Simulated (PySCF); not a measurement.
# Sb+: ionisation energy

Sb+ [Kr] 4d10 5s2 5p2 (3P) → Sb(2+) [Kr] 4d10 5s2 5p1 (2P), as a difference of total energies. All numbers are calculated (PySCF 2.14, a scalar-relativistic core potential, in def2-SVP with the def2 core potential (28 electrons) (4s4p2d, 26 functions)). Correlated levels: valence: 4s2 4p6 4d10 frozen. The calculations carry no spin-orbit coupling.

```
           method  ionisation energy (eV)  difference from reference (eV)
              UHF                  15.995                          -0.631
              PBE                  16.490                          -0.136
             PBE0                  16.545                          -0.081
    MP2 (valence)                  16.213                          -0.413
SCS-MP2 (valence)                  16.160                          -0.466
   CCSD (valence)                  16.241                          -0.385
CCSD(T) (valence)                  16.246                          -0.380
```

Reference: 16.626 ± 0.025 eV (measured; NIST Atomic Spectra Database, ionization energies).

The reference lies between the lowest fine-structure levels, while these numbers refer to the centres of the terms.

Errors of the correlated levels include the incompleteness of this basis and the frozen core.
